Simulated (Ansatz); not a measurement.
`BB[O][AlH2]` + H₂ → `BB` + `[OH][AlH2]` at 700 K and 1 bar (hydrogenolysis of a B–O bond).

Computed with Ansatz on PBE0-D4/def2-TZVP structures; ΔE is electronic, products minus reactants. CCSD(T)/CBS adds triple-zeta CCSD(T) − MP2 to the extrapolated MP2 energy (def2 sets, frozen cores). This one scheme is used for every species. Each species was taken in one conformer, which may not be the lowest.

| species | CCSD(T)/CBS energy (Eh) | H − E (kJ/mol) | S (J/(mol·K)) |
| --- | --- | --- | --- |
| `BB[O][AlH2]` | -369.81813 | 204.5 | 445.4 |
| H₂ | -1.17544 | 46.8 | 155.3 |
| `BB` | -51.92346 | 144.0 | 294.9 |
| `[OH][AlH2]` | -319.03157 | 111.2 | 312.7 |

H − E and S are ideal-gas, rigid-rotor, harmonic terms from PBE0-D4/def2-TZVP, for one conformer and one mirror image of each species. The MP2-based limit puts H₂ 0.8 mEh under its directly extrapolated value; such offsets cancel only in part. 1 Eh = 2625.50 kJ/mol, R = 8.31446 J/(mol·K).

Question: By hand: ΔE, ΔH, ΔS and ΔG.

Answer: ΔE = (-51.92346) + (-319.03157) − (-369.81813) − (-1.17544) = 0.03854 Eh = 101.2 kJ/mol. Δ(H − E) = 144.0 + 111.2 − 204.5 − 46.8 = 3.9, so ΔH = 105.1 kJ/mol. ΔS = 294.9 + 312.7 − 445.4 − 155.3 = 6.9 J/(mol·K). ΔG = 105.1 − 700 × (6.9)/1000 = 100.3 kJ/mol.

Question: By hand: the equilibrium constant, and the temperature at which ΔG would vanish if ΔH and ΔS stayed fixed.

Answer: log₁₀ K = −ΔG/(RT ln 10) = -7.5. ΔG = 0 at ΔH/ΔS = 15232 K, far beyond where these terms or the molecules hold.

The number of gas molecules stays the same, so ΔS is small and ΔH decides. A doubt of 5 kJ/mol in ΔE shifts log₁₀ K by 0.4 here. Other conformers and mirror images would add mixing entropy, several J/(mol·K) or more a flexible species. These are equilibria of isolated gas molecules and say nothing of rates. Largest T1 diagnostic: 0.014 (customary marks: 0.02 for closed shells, 0.045 for open ones).
